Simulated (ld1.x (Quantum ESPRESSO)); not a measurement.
# Logarithmic derivatives: hydrogen (H), TM

hydrogen (H), norm-conserving Troullier–Martins (Kleinman–Bylander form), made with ld1.x (Quantum ESPRESSO) 7.5 (PBE, scalar-relativistic). Core none, reference 1s0.75 (charge +0.25). Waves: 1s (bound): rc 1.30 bohr; 2p channel at 0.5 Ry: rc 1.35 bohr. Local part: the p channel. Core correction: none.

The phase is arctan(r·u′/u) with u = r·R(r), unwrapped; energies in Ry, scanned from -3 to 5 Ry. A pole is an energy at which the radial function vanishes at the test radius. The pseudo phase is shifted by a multiple of π to meet the all-electron one at the reference energy, and phase errors are pseudo minus all-electron; the curves can meet again beyond the range given. Levels narrower than the energy grid can be missing from the lists of poles.

Question: For each channel, where are the poles, and over which energies does the pseudopotential scatter like the atom?

Answer:

```tsv
channel	radius (bohr)	reference energy (Ry)	poles, all-electron	poles, pseudo	unbroken range about the reference energy with phases within 0.05 rad	phase error 1 Ry above the reference energy (rad)
s	1.50	-0.70	1.17	1.18	the whole range	+0.001
p	1.50	0.50	none	none	the whole range	+0.000
```

Phases in the p channel:

```csv
E (Ry),all-electron,pseudo
-3.00,1.216,1.216
-2.76,1.205,1.205
-2.52,1.192,1.192
-2.28,1.179,1.179
-2.04,1.163,1.163
-1.80,1.146,1.146
-1.56,1.127,1.127
-1.32,1.106,1.106
-1.08,1.082,1.082
-0.84,1.054,1.055
-0.60,1.023,1.023
-0.36,0.986,0.986
-0.12,0.943,0.943
0.12,0.891,0.891
0.36,0.829,0.829
0.60,0.754,0.754
0.84,0.661,0.661
1.08,0.546,0.546
1.32,0.404,0.404
1.56,0.232,0.232
1.80,0.032,0.033
2.04,-0.185,-0.184
2.28,-0.400,-0.399
2.52,-0.596,-0.595
2.76,-0.764,-0.763
3.00,-0.901,-0.900
3.24,-1.013,-1.012
3.48,-1.103,-1.102
3.72,-1.177,-1.176
3.96,-1.238,-1.237
4.20,-1.289,-1.288
4.44,-1.332,-1.331
4.68,-1.370,-1.369
4.92,-1.402,-1.401
```
